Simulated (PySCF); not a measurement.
boroxine (B3H3O3), SMILES O1BOBOB1. Geometry optimised at PBE-D3(BJ)/def2-SVP.

Computed equilibrium geometry at PBE-D3(BJ)/def2-SVP (PySCF confirms it by a frequency run) as a Z-matrix, and its point group:
point group D3h.
```
O
B 1 1.3824
B 1 1.3824 2 120.30
O 2 1.3824 1 119.70 3 0.00
B 4 1.3824 2 120.30 1 0.00
O 5 1.3824 4 119.70 2 0.00
H 2 1.2098 1 120.15 3 180.00
H 3 1.2098 1 120.15 2 180.00
H 5 1.2098 4 120.15 2 180.00
```
Charge 0, spin multiplicity 1.
